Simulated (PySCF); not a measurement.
Compound: C5H12OSSi.
Numbering: `[CH3:1][Si:2]1([CH3:3])[CH2:4][C@@H:5]([SH:6])[CH2:7][O:8]1`

NICS = −σ at a ghost point: NICS(0) at the centroid of the ring atoms, NICS(1) 1 Å to either side along the normal of their mean plane, zz for the tensor component along that normal. Level: GIAO PBE0/pcSseg-1 (PySCF, non-relativistic, gas phase) on the GFN2-xTB geometry, one conformer.

Ring bond lengths (Å), with Mayer bond orders in brackets: Si2–C4 1.915 (0.88), C4–C5 1.524 (0.97), C5–C7 1.529 (0.97), C7–O8 1.401 (0.91), O8–Si2 1.653 (0.95).

What do the NICS probes read (ppm)?

```csv
ring,type,NICS(0),"NICS(1), two faces","NICS(1)zz, two faces",rms pucker (Å),"centre to ring atoms, mean (Å)"
Si2–C4–C5–C7–O8,5-membered ring with O and Si; formal bonds all single,-5.9,-4.7 / -2.9,-7.2 / -4.7,0.15,1.35
```

What do they say, and how far can they be read as aromaticity?

- Si2–C4–C5–C7–O8: mean NICS(1)zz -5.9 ppm, shielded. Si2, C4, C5, C7 have four or more neighbours; no verdict on aromaticity is drawn.

List the ring angles and the Hirshfeld charges of the ring atoms.

- Si2–C4–C5–C7–O8: Si2 94.3° (+0.455 e), C4 102.1° (-0.180 e), C5 107.5° (-0.029 e), C7 109.4° (-0.004 e), O8 114.2° (-0.240 e); sum 527.5° against 540° for a flat convex ring.

How shielded are the nuclei of the rings and their hydrogens (means over atoms taken as equivalent)?

| atoms | environment | σ isotropic (ppm) | principal values of the symmetric part, first atom (ppm) |
| --- | --- | --- | --- |
| Si2 | oxygen-bound silicon | 314.4 | 290.3, 295.1, 357.7 |
| C4 | sp3 carbon bound to silicon | 159.6 | 137.2, 157.1, 184.4 |
| C5 | sp3 carbon bound to sulfur | 141.7 | 130.0, 145.9, 149.1 |
| C7 | sp3 carbon bound to oxygen | 107.6 | 77.3, 112.1, 133.4 |
| O8 | silyl ether oxygen | 294.6 | 257.4, 280.4, 345.9 |
| H on C4 | methylene hydrogen | 30.40 | 26.2, 29.6, 35.4 |
| H on C4 | methylene hydrogen | 30.47 | 25.4, 28.0, 38.0 |
| H on C5 | methine hydrogen | 28.68 | 23.2, 27.0, 35.8 |
| H on C7 | methylene hydrogen | 27.48 | 22.2, 26.5, 33.7 |
| H on C7 | methylene hydrogen | 27.42 | 22.8, 26.4, 33.0 |

Hardware: one thread, Arm Neoverse V1 (aarch64), shared host. Cost: 47 s of wall time, 1.1 GiB resident at most. This is the whole shielding run at PBE0/pcSseg-1, SCF included.
